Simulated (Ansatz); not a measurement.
Process, species as SMILES: [Si]Cl (Si-Cl) → Cl atom + Si atom
B3LYP-D3(BJ)/def2-TZVP geometries, fixed; electronic energies without zero-point terms.
Largest species:
```
Si
Cl 1 2.0838
```
Charge 0, spin multiplicity 2.

Basis-set convergence of the atomisation energy at PBE with Ansatz (a first-principles code). All functions are spherical. The program fits the integrals of some runs and decomposes those of others, by size. Open shells are unrestricted. No added dispersion term, no relativity. Functions are those of the species that has most. Reference: the value in aug-cc-pV(5+d)Z, 106.21 kcal/mol, itself unsure by roughly 0.04 kcal/mol (its mean distance from pcseg-4, aug-pcseg-3, aug-cc-pV(Q+d)Z). Deviations are taken from unrounded values.

```tsv
basis	functions	atomisation energy (kcal/mol)	minus reference (kcal/mol)
pcseg-0	26	85.46	-20.75
pcseg-1	36	101.37	-4.85
cc-pV(D+d)Z	46	104.03	-2.18
def2-SVPD	51	104.15	-2.06
pcseg-2	68	104.46	-1.76
cc-pV(T+d)Z	78	106.14	-0.08
def2-TZVPD	89	106.18	-0.04
def2-TZVPPD	99	106.20	-0.01
cc-pV(Q+d)Z	128	106.18	-0.04
pcseg-3	128	106.08	-0.13
def2-QZVPPD	155	106.11	-0.10
cc-pV(5+d)Z	200	106.20	-0.02
pcseg-4	210	106.19	-0.03
```

The smallest set listed that lies within 1 kcal/mol of the reference with all its larger relatives (same family, alike in diffuse functions; a set with none counts only in the reference's own line) is cc-pV(T+d)Z (78 functions, -0.08 kcal/mol off).
